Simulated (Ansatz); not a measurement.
A run on C₂H₅FIn, SMILES `C[CH2][In][F]` radical with other settings.

```yaml
crystal:
  periodic: [false, false, false]
  atoms:
    - {symbol: C, position_ang: [0.296486, 0.904722, 0.100284]}
    - {symbol: C, position_ang: [-0.768284, -0.058398, -0.361473]}
    - {symbol: In, position_ang: [-0.311863, -2.120185, 0.521966]}
    - {symbol: F, position_ang: [1.678355, -2.195366, 0.554532]}
    - {symbol: H, position_ang: [0.179946, 1.871106, -0.406447]}
    - {symbol: H, position_ang: [1.301368, 0.537063, -0.115106]}
    - {symbol: H, position_ang: [0.237997, 1.098145, 1.173761]}
    - {symbol: H, position_ang: [-1.782523, 0.189760, -0.052986]}
    - {symbol: H, position_ang: [-0.742981, -0.273146, -1.431631]}
basis:
  gaussian: {orbitals: def2-TZVPP}
magnetization: {spin_polarized: true, initial_magnetization: 1}
hamiltonian: {xc: {name: CAM-B3LYP}, dispersion: d3bjatm}
output: {forces: true}
```

```sh
$ ansatz run in.yaml --threads 4 --pin off --events-out ev --progress --plain --max-ram 10444MiB
```

It prints (some lines left out):

```
Functional definition: CAM-B3LYP
  name "CAM-B3LYP"
  cite "Yanai, Tew & Handy, Chem. Phys. Lett. 393, 51 (2004) doi:10.1016/j.cplett.2004.06.011"
  cite "Iikura, Tsuneda, Yanai & Hirao, J. Chem. Phys. 115, 3540 (2001) doi:10.1063/1.1383587"
  cite "Becke, Phys. Rev. A 38, 3098 (1988) doi:10.1103/PhysRevA.38.3098"
  cite "Lee, Yang & Parr, Phys. Rev. B 37, 785 (1988) doi:10.1103/PhysRevB.37.785"
  cite "Vosko, Wilk & Nusair, Can. J. Phys. 58, 1200 (1980) doi:10.1139/p80-159"
  parameter alpha = 0.19
  parameter beta = 0.46
  parameter omega = 0.33/bohr
  parameter ac = 0.81
  # Exact exchange under (alpha + beta erf(omega r))/r, Becke's under what is left of 1/r.
  exchange = (1 - alpha - beta)*b88_x + beta*b88_x_sr(omega) + alpha*exact_x + beta*exact_x_lr(omega)
  correlation = (1 - ac)*vwn5_c + ac*lyp_c
1276 factors; their error is unknown
328 factors; integrals over basis functions are off by at most 1.3e-5 eV
mean field evaluation 1: about -10036.2557 eV, gradient 4.9e1 eV
mean field evaluation 2: about -10024.9543 eV, gradient 7.6e1 eV
mean field evaluation 4: about -10046.1454 eV, gradient 4.5e0 eV
mean field evaluation 8: about -10046.2355 eV, gradient 1.7e-1 eV
mean field evaluation 16: about -10046.2683 eV, gradient 6.4e-3 eV
mean field -10046.26831227 eV, -369.1935508706 hartree, gradient 4.7e-5 eV, S^2 0.764464; 0 other end points of the search recorded, 0 dependent functions left out
the calculation of the forces begins
reference -10046.26844714 eV, -369.1935558272 hartree; 24, 23 occupied and 189, 190 virtual orbitals, 1276 factors
Total energy: -10046.40877496 eV, -369.1987127794 hartree
Atom 0 at     0.296486     0.904722     0.100284 Å, force     0.113454     0.131614     0.034202 eV/Å
Atom 1 at    -0.768284    -0.058398    -0.361473 Å, force    -0.137826     0.006962    -0.116414 eV/Å
Atom 2 at    -0.311863    -2.120185     0.521966 Å, force    -0.012506    -0.071620     0.029427 eV/Å
Atom 3 at     1.678355    -2.195366     0.554532 Å, force     0.011007     0.012946    -0.004842 eV/Å
Atom 4 at     0.179946     1.871106    -0.406447 Å, force     0.008526    -0.097449     0.048900 eV/Å
Atom 5 at     1.301368     0.537063    -0.115106 Å, force    -0.092850     0.028986     0.020984 eV/Å
Atom 6 at     0.237997     1.098145     1.173761 Å, force     0.004262    -0.021405    -0.091817 eV/Å
Atom 7 at    -1.782523     0.189760    -0.052986 Å, force     0.109255    -0.019261    -0.033232 eV/Å
Atom 8 at    -0.742981    -0.273146    -1.431631 Å, force    -0.003322     0.029228     0.112792 eV/Å
Dipole moment:    -0.688900     0.261792    -0.095350 e Å
```

It took 7.5 s on 4 threads of an Intel Xeon on a shared host, with 0.75 GiB of host memory at the peak.
